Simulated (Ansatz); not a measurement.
`NB[SiH2]Cl`, relaxed with RKS PBE-D4/def2-SVP in the Gaussian-basis code of Ansatz from a rough embedded geometry. The force threshold is 0.03 eV/Å; the program also tests the step.

Total charge 0; spin multiplicity 1.

Start:

```xyz
9

N     0.053   -1.409    1.063
B     0.655   -0.092    0.622
Si   -0.242    0.925   -0.752
Cl    0.924    1.178   -2.381
H    -0.863   -1.284    1.415
H     0.041   -2.062    0.250
H     1.620    0.326    1.101
H    -0.701    2.210   -0.191
H    -1.486    0.208   -1.128
```

Q: By how much does the energy fall, and how many steps does the optimiser take? (An estimate is asked.)

A: Ansatz gave: 1.97 eV, in 12 steps.

Q: Which bonds change most? (An estimate is asked.)

A: The calculation gave: N1–B2 from 1.514 to 1.395 Å; B2–Si3 from 1.930 to 2.021 Å; Si3–Cl4 from 2.019 to 2.104 Å; B2–H7 from 1.156 to 1.217 Å.

Q: Give the relaxed structure. (Best estimate.)

A: The calculation gave: 
```xyz
9

N    -0.057   -1.334    0.992
B     0.488   -0.092    0.664
Si   -0.294    0.967   -0.869
Cl    1.208    1.277   -2.309
H     0.305   -1.924    1.745
H    -0.846   -1.756    0.499
H     1.443    0.308    1.305
H    -0.822    2.324   -0.477
H    -1.425    0.229   -1.551
```
